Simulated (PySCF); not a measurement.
C₈H₉NSi.
SMILES with atom numbers: `[NH2:1][c:2]1[cH:3][cH:4][cH:5][c:6]2[c:7]1[CH:8]=[CH:9][SiH2:10]2`

Geometry (GFN2-xTB, Å), atoms numbered from 1 in this order:
```xyz
19
C8H9NSi angstrom
N     -1.853    1.845   -0.528
C     -1.282    0.598   -0.362
C     -2.031   -0.545   -0.657
C     -1.475   -1.805   -0.575
C     -0.149   -1.962   -0.191
C      0.613   -0.853    0.108
C      0.054    0.435    0.025
C      0.973    1.508    0.371
C      2.216    1.153    0.723
Si     2.417   -0.714    0.647
H     -2.860    1.868   -0.549
H     -1.432    2.609   -0.026
H     -3.064   -0.426   -0.956
H     -2.079   -2.670   -0.807
H      0.283   -2.951   -0.128
H      0.646    2.539    0.331
H      2.959    1.885    0.995
H      2.688   -1.340    1.944
H      3.365   -1.166   -0.374
```

NICS is the negative of the GIAO shielding at a point without a nucleus: at the ring centre (0) and 1 Å above and below it (1); zz is the component along the ring normal. Level: GIAO PBE0/pcSseg-1 (PySCF, non-relativistic, gas phase) on the GFN2-xTB geometry, one conformer.

Rings: 1. C2–C3–C4–C5–C6–C7; 2. C6–C7–C8–C9–Si10.

```csv
set,NICS(0),"NICS(1), two faces","NICS(1)zz, two faces"
P,-6.8,-9.4 / -9.3,-21.9 / -21.7
Q,2.6,-0.7 / -0.7,5.1 / 5.1
```

Task: Which set (ppm) belongs to which ring?

Result: P = 1, Q = 2.
- 1 (6-membered carbocycle; formal bonds all aromatic): mean NICS(1)zz -21.8 ppm, shielded. The ring is flat and has no four-coordinate atom; by the NICS criterion it is aromatic, though in fused rings the probe also feels the neighbouring ring.
- 2 (5-membered ring with Si; formal bonds 1 aromatic, 1 double, 3 single): mean NICS(1)zz 5.1 ppm, deshielded. Si10 has four or more neighbours, and the NICS criterion for π rings isn't applied.

Task: How do the rings differ in shape?

Result: 
```csv
ring,bond lengths (Å),rms pucker (Å),HOMA,nearest outside atom to a NICS(1) probe (Å)
1,"1.399, 1.379, 1.390, 1.379, 1.406, 1.400",0.00,0.97,hydrogen 2.66
2,"1.406, 1.455, 1.339, 1.879, 1.888",0.00,–,hydrogen 2.40
```

HOMA = 1 − mean of α(R − Ropt)² over the ring bonds, with Krygowski's 1993 parameters (CC: Ropt 1.388 Å, α 257.7 Å⁻²). A dash marks a ring with a four-coordinate atom, a triple bond, no multiple bond or a kind of bond without parameters.

Hardware: Arm Neoverse V1, one thread, no GPU (shared host). Cost: 50 s of wall time, 1.1 GiB resident at most. This is the whole shielding run at PBE0/pcSseg-1, SCF included.
